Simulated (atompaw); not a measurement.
# Ranking PAW (atompaw) potentials for nickel

All share these settings but for the change named:

nickel (Ni), PAW, made with atompaw 4.2.0.5 (PBE, scalar-relativistic). Core [Ar], reference 3d8 4s2 4p0. Waves: 4s (bound): rc 3.00 bohr; 4s channel at 4.45 Ry: rc 1.70 bohr; 4p (bound, empty): rc 3.00 bohr; 4p channel at 0.6 Ry: rc 3.00 bohr; 3d (bound): rc 1.10 bohr; 3d channel at 1.4 Ry: rc 1.10 bohr. Local part: bessel scheme, radius 2.45 bohr. Core correction: smooth core density matched at 2.10 bohr. Augmentation charge: sinc compensation charge, radius 2.85 bohr; PAW radius 3.00 bohr; waves and projectors: custom polynom gramschmidtortho.

Cutoff: the first of the cutoffs (Ry, on a coarse ladder) from which the occupation-weighted sum of valence levels, in a spherical-Bessel basis at the reference potential, stays within 10 and 1 mRy of its value at 400 Ry; the density cutoff is not measured.

The base gives 140 Ry.

Of 8 variants that were run, those that failed, showed a ghost or another fault, or gave nearly equal values are left out.

A variant can come out equal or close to the base.

(1) Rank these variants from softest to hardest (loose cutoff).
A. all radii scaled by about 0.83 (s 2.48, p 2.48, d 0.90 bohr); local potential bessel scheme, radius 2.02 bohr; augmentation sinc compensation charge, radius 2.34 bohr; PAW radius 2.48 bohr; waves and projectors: custom polynom gramschmidtortho; core correction smooth core density matched at 1.74 bohr
B. all radii scaled by about 0.97 (s 2.90, p 2.90, d 1.06 bohr); local potential bessel scheme, radius 2.38 bohr; augmentation sinc compensation charge, radius 2.76 bohr; PAW radius 2.90 bohr; waves and projectors: custom polynom gramschmidtortho; core correction smooth core density matched at 2.04 bohr
C. all radii scaled by about 1.21 (s 3.62, p 3.62, d 1.32 bohr); local potential bessel scheme, radius 2.96 bohr; augmentation sinc compensation charge, radius 3.44 bohr; PAW radius 3.62 bohr; waves and projectors: custom polynom gramschmidtortho; core correction smooth core density matched at 2.54 bohr
D. all radii scaled by about 1.05 (s 3.16, p 3.16, d 1.16 bohr); local potential bessel scheme, radius 2.58 bohr; augmentation sinc compensation charge, radius 3.00 bohr; PAW radius 3.16 bohr; waves and projectors: custom polynom gramschmidtortho; core correction smooth core density matched at 2.20 bohr

Results:

(1) C (90 Ry), D (110 Ry), B (140 Ry), A (180 Ry).
